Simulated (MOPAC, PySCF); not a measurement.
[Zn(Cl)(OH)], neutral singlet in the gas phase. 

Cartesian coordinates (Å):
```xyz
4

Zn    -0.0477     0.0776     0.0492
Cl     1.8827     0.8132     0.3771
O     -1.6440    -0.6439    -0.1318
H     -2.2205    -0.1939    -0.7624
```
Charge 0, multiplicity 1.

All levels are single points at this geometry (r2SCAN-D4/def2-SVP); Pople sets use spherical d functions. Orbital energies aren't observables, and empty levels follow the basis.

PM6 in MOPAC gives gap (eV) = 9.86.

### Question
Estimate the gap (eV) from each of these levels: B3LYP-D3(BJ)/def2-TZVP in PySCF; PBE-D3(BJ)/def2-TZVP in PySCF; TPSSh-D3(BJ)/def2-TZVP in PySCF; B3LYP/3-21G in PySCF; B3LYP/6-311+G** (LANL2DZ on Zn) in PySCF; B3LYP/LANL2DZ in PySCF; M06-2X/6-31G* (LANL2DZ on Zn) in PySCF; SVWN5/6-31G* (LANL2DZ on Zn) in PySCF; HF/6-31G* (LANL2DZ on Zn) in PySCF; HF/STO-3G in PySCF; AM1 in MOPAC; PM3 in MOPAC.

### Answer

```json
[
 {"level": "B3LYP-D3(BJ)/def2-TZVP in PySCF", "gap (eV)": "6.64"},
 {"level": "PBE-D3(BJ)/def2-TZVP in PySCF", "gap (eV)": "4.75"},
 {"level": "TPSSh-D3(BJ)/def2-TZVP in PySCF", "gap (eV)": "6.00"},
 {"level": "B3LYP/3-21G in PySCF", "gap (eV)": "6.11"},
 {"level": "B3LYP/6-311+G** (LANL2DZ on Zn) in PySCF", "gap (eV)": "6.41"},
 {"level": "B3LYP/LANL2DZ in PySCF", "gap (eV)": "6.21"},
 {"level": "M06-2X/6-31G* (LANL2DZ on Zn) in PySCF", "gap (eV)": "9.17"},
 {"level": "SVWN5/6-31G* (LANL2DZ on Zn) in PySCF", "gap (eV)": "4.29"},
 {"level": "HF/6-31G* (LANL2DZ on Zn) in PySCF", "gap (eV)": "13.66"},
 {"level": "HF/STO-3G in PySCF", "gap (eV)": "11.20"},
 {"level": "AM1 in MOPAC", "gap (eV)": "11.56"},
 {"level": "PM3 in MOPAC", "gap (eV)": "9.99"}
]
```
